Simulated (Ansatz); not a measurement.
Cost and result up the ladder for Cu(SH)2 (CuH₂S₂) (5 atoms). Total charge 0; doublet. Geometry: PBE0-D4/def2-TZVP.

Cartesian coordinates in Å:
```
Cu -0.001 0.006 -0.001
S -1.982 -0.503 -0.540
H -1.741 -0.562 -1.863
S 1.981 0.508 0.540
H 1.744 0.552 1.864
```

Ansatz on 4 threads of Arm Neoverse V1 on a shared host. Times are rough, and most runs start from the orbitals of an earlier one. ωB97M-V/def2-TZVP serves as the yardstick here, not as an exact answer. Differences are given only for rows in sets of like size (and for xTB, whose basis is part of the method), since another set adds its own error. Binding counts from free atoms at the same level (Cu doublet, S triplet, H doublet; other spins of the atoms weren't run), without zero-point energy or a counterpoise term.

B3LYP takes the VWN-RPA correlation. HSE06 is defined as in plane-wave codes, on full-range PBE exchange. Correlated methods freeze 19 core orbitals. No other spin state of charge 0 was run.

Second-order perturbation terms are unreliable where d shells bring near-degenerate states, and here MP2/def2-TZVP lies more than 0.4 eV from the median of the functionals without such a term.

Correlated methods converge slowly with the basis.

```csv
level,functions,wall time,binding energy per atom (eV),difference from ωB97M-V/def2-TZVP (eV)
PBE-D4/def2-SVP,77,1.2 s,2.74,–
PBE-D4/def2-TZVP (with forces),131,2.2 s,2.67,0.14
B3LYP-D4/def2-TZVP,131,3.1 s,2.52,-0.01
HSE06-D4/def2-TZVP,131,3.1 s,2.53,0.00
PBE-D4/def2-TZVPD,158,3.3 s,2.68,0.15
PBE0-D4/def2-TZVPD,158,5 s,2.53,0.00
r2SCAN-D4/def2-TZVP,131,5.5 s,2.67,0.14
BHLYP-D4/def2-TZVP,131,5.5 s,2.34,-0.19
MP2/def2-TZVP,131,5.5 s,2.03,-0.50
B97M-V/def2-TZVP,131,8 s,2.65,0.12
ωB97X-V/def2-TZVP,131,12 s,2.53,0.00
ωB97M-V/def2-TZVP,131,13 s,2.53,0.00
CCSD(T)/def2-TZVPD,158,1.8 min,2.25,-0.28
CCSD(T)/def2-TZVPP,176,2.6 min,2.25,-0.28
```
